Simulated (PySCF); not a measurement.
Spinor energies of Kr (krypton, neutral)

Start: [Kr]. Calculated with PySCF 2.14 in x2c-TZVPall-2c with one added diffuse shell each of s, p, d type (7s8p5d1f, 63 functions): generalised Hartree-Fock with the X2C-1e Hamiltonian and a Gaussian nucleus; one run each with spin-orbit coupling (SO) switched off, then screened by Boettger's factors.

```csv
spinor shell,electrons,"ε, spin-free (eV)","ε, screened SO (eV)",weight of nominal j (screened SO),"rms radius, screened SO (bohr)"
1s1/2,2,-14404.8,-14404.3,1.000,0.0478
2s1/2,2,-1960.6,-1960.5,1.000,0.199
2p1/2,2,-1728.1,-1765.0,1.000,0.175
2p3/2,4,-1728.1,-1710.4,1.000,0.178
3s1/2,2,-305.35,-305.32,1.000,0.565
3p1/2,2,-228.89,-234.60,1.000,0.575
3p3/2,4,-228.89,-226.15,1.000,0.585
3d3/2,4,-102.00,-102.79,1.000,0.610
3d5/2,6,-102.00,-101.44,1.000,0.613
4s1/2,2,-32.309,-32.306,1.000,1.72
4p1/2,2,-14.246,-14.751,1.000,2.07
4p3/2,4,-14.246,-14.004,1.000,2.12
```

```json
{"quantity": "E (hartree)", "spin-free": "-2788.09279", "screened SO": "-2788.26123"}
{"quantity": "M_J", "spin-free": "0", "screened SO": "0"}
{"quantity": "⟨J²⟩", "spin-free": "0.000", "screened SO": "0.000"}
{"quantity": "⟨L²⟩", "spin-free": "0.000", "screened SO": "0.005"}
{"quantity": "⟨S²⟩", "spin-free": "0.000", "screened SO": "0.005"}
```

Without spin-orbit coupling the j labels of p, d and f shells carry no meaning; the spin-free column gives the mean over the occupied spinors of each nl shell.
